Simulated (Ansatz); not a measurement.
```xyz
8

N    -0.630    1.133   -0.822
Ga    0.054   -0.274    0.085
O    -0.124   -1.910   -0.588
O     0.837   -0.170    1.686
H    -0.896    1.020   -1.786
H    -0.339    2.076   -0.630
H     0.215   -2.589    0.000
H     0.882    0.713    2.055
```

Charge 0, multiplicity 1.

Task: List the r2SCAN/def2-TZVPP orbital energies in eV (Ansatz). (Estimate.)

Result: The calculation gave: Occupied: -10121.97, -1244.09, -1100.55, -1100.42, -1100.41, -515.43, -515.33, -384.98, -147.90, -100.87, -100.58, -100.55, -25.63, -25.45, -22.23, -20.37, -20.35, -20.33, -20.11, -19.96, -12.75, -12.40, -11.70, -10.40, -8.37, -8.02, -7.94, -7.26, -6.42. Lowest empty: -0.96, 0.28, 1.25, 1.57, 2.42, 3.16, 3.80, 4.67.
